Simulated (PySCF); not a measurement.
C5H7F3O.
SMILES with atom numbers: `[OH:1][CH2:2][C@@H:3]1[CH2:4][C@@H:5]1[C:6]([F:7])([F:8])[F:9]` (hydrogens: H10 on O1; H11, H12 on C2; H13 on C3; H14, H15 on C4; H16 on C5)

Computed geometry: GFN2-xTB, gas phase.

Q: List the bond lengths, angles and torsions at this level.

A: 
```
        bond  length (Å)   order
       O1–C2       1.405  single
       C2–C3       1.518  single
       C3–C4       1.494  single
       C4–C5       1.504  single
       C5–C6       1.501  single
       C6–F7       1.352  single
C6–F8, C6–F9       1.341  single
       C3–C5       1.510  single
      O1–H10       0.965  single
      C2–H11       1.094  single
      C2–H12       1.097  single
      C3–H13       1.084  single
      C4–H14       1.078  single
      C4–H15       1.080  single
      C5–H16       1.083  single
```

Bonds in one row agree within 0.01 Å and their mean is given. Orders are formal, as drawn. A selection of angles:
```
    angle  degrees
 O1–C2–C3    112.3
 C2–C3–C4    121.2
 C2–C3–C5    121.9
 C4–C3–C5     60.1
 C3–C4–C5     60.5
 C4–C5–C6    120.3
 C3–C5–C4     59.4
 C3–C5–C6    121.1
 C5–C6–F7    112.2
 C5–C6–F9    114.5
 F7–C6–F8    105.8
H10–O1–C2    109.4
```

Torsions: O1–C2–C3–C4 160° (antiperiplanar); C2–C3–C4–C5 -111° (anticlinal); C3–C4–C5–C6 110° (anticlinal); C4–C5–C6–F7 -131° (anticlinal); C2–C3–C5–C4 110° (anticlinal); H10–O1–C2–C3 -68° (synclinal).

Of the pairs four or more bonds apart, those above aside, F9···H12 is among the closest relative to their van der Waals radii: 2.42 Å, 91 % of the sum of Bondi's values. The 3-membered ring C3–C4–C5 has internal angles of 59.4° to 60.5°. H10 on O1 lies 2.33 Å from F7, 6 bonds away (angle at H 135°; Bondi radii sum to 2.67 Å). O1 (alcohol oxygen) is bent (angle 109.4°). The 5 C–C bonds span 1.494 Å (C3–C4, drawn single) to 1.518 Å (C2–C3, drawn single), a spread of 0.024 Å.

Point group: C1 (no symmetry element, even within 0.4 Å). GFN2-xTB frequencies: not computed here. The numbers are those of one conformer (H–O1–C2–C3 -68°, O1–C2–C3–C4 160°).
